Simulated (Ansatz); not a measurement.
`OCO` and `O[CH2][SnH3]` differ in one atom or group.

Ansatz, PBE0-D4/def2-TZVP geometries, multiplicity 1. Each molecule was computed in one conformer, which needn't be the lowest.

Elements past krypton have def2 core potentials.

| property | `OCO` |
| --- | --- |
| HOMO energy (PBE/def2-TZVPP) / eV | -6.56 |
| HOMO energy (ωB97M-V/def2-TZVPP) / eV | -10.77 |
| HOMO energy (PBE0/def2-TZVPP) / eV | -8.29 |
| HOMO–LUMO gap (B3LYP/def2-TZVPP) / eV | 8.72 |
| LUMO energy (PBE/def2-TZVPP) / eV | 0.20 |
| HOMO energy (B3LYP/def2-TZVPP) / eV | -8.05 |

**Question.** What does the change do to each property? (Best estimate.)

**Answer.** Computed: 
| property | `O[CH2][SnH3]` | shift |
| --- | --- | --- |
| HOMO energy (PBE/def2-TZVPP) / eV | -5.79 | 0.77 |
| HOMO energy (ωB97M-V/def2-TZVPP) / eV | -9.35 | 1.42 |
| HOMO energy (PBE0/def2-TZVPP) / eV | -7.12 | 1.17 |
| HOMO–LUMO gap (B3LYP/def2-TZVPP) / eV | 6.78 | -1.94 |
| LUMO energy (PBE/def2-TZVPP) / eV | -0.61 | -0.81 |
| HOMO energy (B3LYP/def2-TZVPP) / eV | -6.93 | 1.12 |

With PBE0 the HOMO rises by 1.17 eV and the LUMO falls by 0.96 eV, so the gap narrows by about 2.13 eV. PBE moves the HOMO by 0.77 eV and ωB97M-V by 1.42 eV.

B3LYP here is the variant with VWN-RPA as its local correlation; programs differ in this.
